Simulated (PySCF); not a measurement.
## `[C-]#[N+]/C=C/C=C/C=C/F`, C₇H₆FN

Cartesian coordinates in Å; atom numbers follow the order of the lines, from 1:
```xyz
15

C    -4.045    1.960   -2.351
N    -3.273    1.182   -1.944
C    -2.388    0.279   -1.479
C    -1.237    0.634   -0.882
C    -0.291   -0.314   -0.384
C     0.864    0.036    0.214
C     1.814   -0.912    0.714
C     2.952   -0.550    1.303
F     3.825   -1.455    1.762
H    -2.674   -0.756   -1.622
H    -1.005    1.685   -0.766
H    -0.537   -1.361   -0.504
H     1.110    1.082    0.335
H     1.588   -1.964    0.606
H     3.289    0.463    1.470
```

Method used: PySCF 2.14.0, quadratic response CAM-B3LYP/aug-cc-pVDZ first hyperpolarisability, Taylor convention, gas phase. Geometry: GFN2-xTB.

Task: Give the tensor of the second harmonic β(−2ω;ω,ω) at 1064 nm in the axes of these coordinates.

Result: In au, Taylor convention; rows are the first index (the induced dipole):
```tsv
	xx	yy	zz	xy	xz	yz
x	+1213.4	+294.6	+334.6	-620.9	+629.5	-319.6
y	-553.8	-144.2	-159.6	+265.3	-283.8	+138.8
z	+630.3	+154.0	+179.2	-319.4	+331.9	-176.7
```
Norm of βᵢ = ⅓ Σⱼ (βᵢⱼⱼ + βⱼᵢⱼ + βⱼⱼᵢ): 2249.4 au, hyper-Rayleigh value 931.9 au.
